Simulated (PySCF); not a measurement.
# Sound and unsound settings

Molecule: `InChI=1S/C7H12/c1-4-6-7(3)5-2/h4-5H,1,6H2,2-3H3/b7-5+`; geometry GFN2-xTB.

Bonds (- single, = double, # triple, : aromatic): C1=C2, C2-C3, C3-C4, C4-C5, C4=C6, C6-C7. C1 carries H8, H9; C2 carries H10; C3 carries H11, H12; C5 carries H13, H14, H15; C6 carries H16; C7 carries H17, H18, H19. Stereochemistry as in C=CC/C(C)=C/C. H9 is cis to C3; H8 is trans to C3.

All runs: PySCF 2.14, non-relativistic, gas phase unless a solvent (IEF-PCM) is named; grid level 2, GIAOs and SCF threshold 1e-9 unless changed. The yardstick, PBE0/pcSseg-1, gives these isotropic shieldings σ (ppm, equivalent atoms averaged): C6 58.3, C1 64.7, C7 169.6, C5 171.8, H11/H12 29.00, H17/H18/H19 29.91, H13/H14/H15 30.00.

**Question.** What do these inputs give? (1) PBE0/pcSseg-1; (2) PBE0/pcSseg-1; damp 2.0; max_cycle 89; (3) X3LYP/MINI; aux def2-qzvpp-jkfit

**Answer.** 
```
run    outcome  functions  wall time     C6     C1     C7     C5  H11/H12  H17/H18/H19  H13/H14/H15
  1  converged        179       61 s   58.3   64.7  169.6  171.8    29.00        29.91        30.00
  2  converged        179      120 s   58.3   64.7  169.6  171.8    29.00        29.91        30.00
  3  converged         47       15 s  115.1  110.5  197.5  198.7    27.78        29.04        29.35
```

Times are on shared hosts with different chips, so compare them loosely.

**Question.** Comment on the technical settings and failures.

**Answer.** 
- Run 2: The damping, cycle limit change the path of the SCF (24 cycles), not the solution, provided the same state is reached.
- Run 3: The functional and orbital basis differ from the yardstick's, which in itself moves the values. With 47 functions the basis is far too small for magnetic properties. The other auxiliary basis adds little: it changes only the density-fitting error.

Run 3 was set up unsoundly or failed; its numbers aren't to be quoted as properties of the molecule.
